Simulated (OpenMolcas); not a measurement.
A calculation on Mo2+.

```
Program             : OpenMolcas 26.06
Method              : SS-CASPT2, IPEA 0.25 Eh, imaginary shift 0.1 Eh (closed shells correlated: 4s 4p)
Basis               : ANO-RCC-VQZP [8s7p5d3f2g1h]
Scalar Hamiltonian  : DKH2, point nucleus
Active space        : 4 electrons in 5 orbitals (4d)
State averaging     : 2S+1 = 5 even, 5 roots; 2S+1 = 3 even, 45 roots; 2S+1 = 1 even, 50 roots
Spin-orbit coupling : RASSI with atomic mean-field integrals over the reference wave functions, term energies averaged over their components
```

Problem. Which level of the active space comes out lowest?

Solution. 4d4 5D0, with 98 % of that term; it is also the measured ground level.

Problem. How high does 4d4 3H4 lie?

Solution. 1.621 eV above the lowest level; measured 1.5721 eV above the ground level, so the calculation is off by +3 %.

Problem. How high does 4d4 3H5 lie?

Solution. 1.690 eV above the lowest level; measured 1.6460 eV above the ground level, so the calculation is off by +3 %.

Problem. How high does 4d4 5D4 lie?

Solution. 0.2305 eV above the lowest level; measured 0.2321 eV above the ground level, so the calculation is off by -1 %.

Problem. The level at 1.801 eV has J = 3. What is it made of, and what is its g factor?

Solution. 77 % 4d4 3F3(1), 22 % 4d4 3G; g = 1.011, against 1.084 from Landé's formula for the pure leading term.

Measured values: Sugar and Musgrove, J. Phys. Chem. Ref. Data 17, 155 (1988).

Term energies are means over components that CASPT2 splits; among the terms shown or strongly mixed into the levels shown the widest spread is 150 cm-1 (4d4 3F(1)). Levels of configurations with an s electron are missing; early in the row they begin among the upper levels of the d shell and mix with terms of their name. Measured partners are found by configuration, term and J. A level has none where our copy of the source lacks it or the pairing is in doubt (some pairs that miss far off the trend of their configuration count as doubtful), and it then counts in no deviation. Levels of configurations outside the active space are missing.

A number in round brackets counts repeated terms of one configuration in the order of the reference energies.
